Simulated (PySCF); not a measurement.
Polarisability and C₆ of Pb (lead, neutral)

[Xe] 4f14 5d10 6s1 6p3, high-spin 5S determinant (an excited configuration). Calculation: PySCF 2.14, in aug-cc-pwCVTZ-PP with ECP60MDF (8s7p6d4f1g, 96 functions); scalar relativity through the core potential. Coupled (time-dependent) response in atomic units; α is the mean over directions.

```csv
method,mean α (bohr³),C₆ (like pair),S(−4)
wB97M-V,56.42,658.6,1050
```

S(−4) is the Cauchy moment in α(ω) = α(0) + S(−4) ω² + …

α(iu) at wB97M-V:

| u (hartree) | α(iu) (bohr³) |
| --- | --- |
| 0 | 56.42 |
| 0.0500 | 53.95 |
| 0.100 | 47.98 |
| 0.200 | 34.59 |
| 0.300 | 24.85 |
| 0.500 | 14.50 |
| 0.750 | 9.013 |
| 1.00 | 6.397 |
| 1.50 | 3.922 |
| 2.00 | 2.729 |
| 3.00 | 1.566 |
| 5.00 | 0.7074 |

Energies and moments cover only the electrons outside the core potential. Spin-orbit coupling, which splits the p, d and f shells strongly at this Z, is absent. Spin-orbit coupling is strong in this species (close to jj coupling), so the high-spin LS determinant is a model state, not a physical level.
